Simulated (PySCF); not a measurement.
## Ag²⁴⁺: ionisation energy

Ag²⁴⁺ [Ar] 3d5 [3d3/2^4 3d5/2^1, M_J = 5/2] → Ag²⁵⁺ [Ar] 3d4 [3d3/2^4, M_J = 0], as a difference of total energies. Calculation: PySCF 2.14, in an even-tempered Gaussian basis (16 s from 3.2 bohr⁻², ratio 2.8; 12 p from 4.2 bohr⁻², ratio 2.8; 8 d from 4.2 bohr⁻², ratio 2.8; 3 f from 15 bohr⁻², ratio 3); the two-component X2C-1e Hamiltonian. Correlated levels: [Ne] frozen; the 74 highest virtual spinors dropped. "Screened" scales the spin-orbit matrix elements by Boettger's factors to mimic the two-electron term; Breit and QED terms are absent.

```
          method  ionisation energy (eV)
 GHF (spin-free)                  1239.1
GMP2 (spin-free)                  1239.3
```

Breit and QED terms and the two-electron picture change are absent.

The spin-free rows relax to the high-spin LS determinant and lack the spin-orbit shift.

The labels give the starting determinants; with spin-orbit coupling the two ends relaxed to ⟨J²⟩ = 1.62, ⟨L²⟩ = 4.53, ⟨S²⟩ = 4.53.

The determinant of Ag²⁴⁺ and of Ag²⁵⁺ mixes levels of different J (the jj label is only the starting occupation), so the difference between spin-free and spin-orbit rows is not the physical spin-orbit shift.

For comparison: 1231 ± 4 eV (theoretical estimate listed by NIST; NIST Atomic Spectra Database, ionization energies).
